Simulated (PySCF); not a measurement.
C5H10N (SMILES C[C]=NC(C)C), doublet, at a GFN2-xTB geometry. Base run: DF-TPSS/STO-3G (PySCF).

PySCF was given this input:
```python
from pyscf import gto, scf, dft

mol = gto.M(
    atom='''
C     2.670899    0.279075    0.543485
C     1.200114    0.307576    0.508086
N     0.460203    0.115121   -0.464430
C    -0.971874    0.126020   -0.518744
C    -1.630740    0.609295    0.776100
C    -1.448310   -1.280574   -0.888600
H     3.033960    1.251467    0.874806
H     3.116674    0.042139   -0.427941
H     2.992035   -0.462417    1.274317
H    -1.235074    0.811400   -1.336724
H    -1.371270   -0.060744    1.592464
H    -1.279177    1.607894    1.024165
H    -2.711302    0.631085    0.661402
H    -2.524092   -1.283783   -1.043262
H    -0.959692   -1.614109   -1.800607
H    -1.204019   -1.977136   -0.089578
''',
    basis='sto-3g',
    charge=0,
    spin=1,
    verbose=4,
)

mf = dft.UKS(mol)
mf.xc = 'tpss'
mf = mf.density_fit(auxbasis='def2-universal-jkfit')
mf.kernel()
```

The base run was repeated with changes; each row names its change, and settings that it needs were set with it.

```csv
change,basis functions,E (Eh),HOMO (eV),dipole (D),core-seconds (rough)
base,40,-248.23313,-0.98,0.45,10
basis = LANL2DZ,74,-251.23855,-3.57,0.16,20
basis = 3-21G,74,-249.90147,-3.31,0.22,20
basis = 6-31G*,104,-251.27433,-3.55,0.18,30
basis = def2-SV(P),104,-251.07735,-3.79,0.15,30
basis = 6-31+G*,128,-251.28448,-3.94,0.20,40
basis = def2-SVP,134,-251.09906,-3.77,0.14,40
basis = pc-1,134,-251.23605,-3.90,0.23,40
basis = 6-31G**,134,-251.28628,-3.55,0.19,40
basis = 6-311G**,168,-251.34362,-3.84,0.16,50
basis = def2-SVPD,200,-251.11445,-4.01,0.14,60
basis = 6-311++G**,202,-251.34771,-4.00,0.19,70
basis = aug-cc-pVDZ,228,-251.30809,-3.98,0.16,80
```

Totals compare only among sets that treat the same electrons; sets with core potentials leave the core out.

Open shells are given as the SCF converged; they aren't shown to be the lowest states, and a large step between rows can be another state.
